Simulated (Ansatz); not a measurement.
A structure relaxed at PBE-D4/def2-SVP in Ansatz, charge 0, singlet:

```xyz
15

Pb    2.9712   -0.8161   -2.6101
Pb    1.6228    2.2882    1.7930
Pb    3.0311   -1.1365    1.1849
Pb   -0.1061    1.4322   -1.6704
Pb   -1.6194   -1.2914    0.9094
Se   -1.8568    2.3678    2.6654
Se   -3.3164    0.7236    1.9219
Se   -0.7860    3.4247    0.7953
Se    3.0452    1.2095   -0.5463
Se   -1.8551   -0.1389   -3.4433
Se    2.0669   -2.8190   -0.8707
Se   -2.7323    0.3214   -1.2565
Se    0.6247   -0.2896    2.3683
Se   -1.3504   -3.7728    0.9384
Se    0.2608   -1.5031   -2.1794
```

(1) Give its formula.

(2) Summarise the bond lengths by kind (pairs closer than 1.2 times the sum of covalent radii, bridged metal pairs left out).

Results:

(1) the cluster Pb5Se10.

(2) 16 × Pb–Se 2.50 to 3.00 Å; 5 × Se–Se 2.32 to 2.82 Å.

In the def2 sets Pb takes a core potential; there is no spin–orbit coupling. Single mean-field runs in def2-SVP are fitted with def2-universal-jkfit. Another isomer (singlet) lies 2.00 eV lower at PBE0-D4/def2-TZVP; other spin states weren't run for this one.
